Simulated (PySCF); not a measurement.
## Yb³¹⁺ (ytterbium, charge +31) across methods

[Kr] 4d3, high-spin 4F determinant. All numbers are calculated (PySCF 2.14, no relativity, point nucleus, in an even-tempered Gaussian basis (18 s from 2.5 bohr⁻², ratio 2.5; 12 p from 3.2 bohr⁻², ratio 2.5; 9 d from 3.2 bohr⁻², ratio 2.5; 4 f from 14 bohr⁻², ratio 2.7; 3 g from 21 bohr⁻², ratio 2.7)).

| method | E (hartree) | mean ε 4p α (eV) | mean ε 4p β (eV) | mean ε 4d α (eV) | Σ⟨r²⟩ (bohr²) | ⟨S²⟩ |
| --- | --- | --- | --- | --- | --- | --- |
| LDA | -12881.63 | -1335.3 | -1328.4 | -1198.0 | 3.743 | 3.750 |
| UHF | -12887.99645 | -1369.7 | -1350.9 | -1222.8 | 3.747 | 3.751 |
| PBE | -12889.35 | -1336.0 | -1328.5 | -1198.5 | 3.741 | 3.750 |
| BLYP | -12890.32 | -1335.6 | -1328.1 | -1198.3 | 3.742 | 3.750 |
| PW91 | -12890.56 | -1336.1 | -1328.8 | -1198.7 | 3.741 | 3.750 |
| r2SCAN | -12889.94 | -1339.7 | -1330.1 | -1200.2 | 3.744 | 3.750 |
| PBE0 | -12889.57 | -1344.9 | -1334.7 | -1204.9 | 3.742 | 3.750 |

A non-relativistic calculation at this Z misses sizeable relativistic shifts. Spin-orbit coupling is strong in this species (close to jj coupling), so the high-spin LS determinant is a model state, not a physical level.
